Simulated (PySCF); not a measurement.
Ge(Cl)(SH)3 (ClGeH₃S₃), SMILES [SH][Ge]([SH])([SH])[Cl].

Geometry optimised at ωB97X-D3(BJ)/def2-SVP. This is a generated structure with no PubChem entry under its InChIKey; it may be hypothetical. One conformer was computed; it need not be the lowest.

Calculation: PySCF with r2SCAN/def2-TZVP.

Gas-phase values at a fixed geometry.

The total energy is -3733.65320 hartree, the highest occupied level is -6.81 eV and the lowest empty level comes out as -2.20 eV. The orbital gap is 4.61 eV and the dipole moment is 2.50 D. The quadrupole, principal values (traceless, Buckingham form, about the centre of nuclear charge) comes out as -5.29, 1.60, 3.69 D·Å and the mean static polarisability is 98.3 bohr³ (14.56 Å³). The polarisability, principal values is 91.5, 99.5, 103.8 bohr³.
